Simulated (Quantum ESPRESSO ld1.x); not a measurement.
Problem. Isoelectronic series with 2 electrons, all held in the configuration [He], which need not be the ground one along the series. All-electron calculation, scalar-relativistic Kohn-Sham, LDA (Slater exchange, Perdew-Wang correlation), spin-polarised, spherical densities, point nucleus. Program: ld1.x of Quantum ESPRESSO 7.5. Total energies (hartree) and mean radii <r> (bohr):

ion,E (hartree),1s
He,-2.8346,0.9593
N5+,-44.3610,0.2283
Mg10+,-136.0491,0.1294
Cl15+,-278.3006,0.09011
Ti20+,-471.7072,0.06898
Co25+,-717.0813,0.05575
Ge30+,-1015.4759,0.04667

Estimate the row of Rb35+.

Solution. E (hartree) -1368.2087; 1s 0.04003.
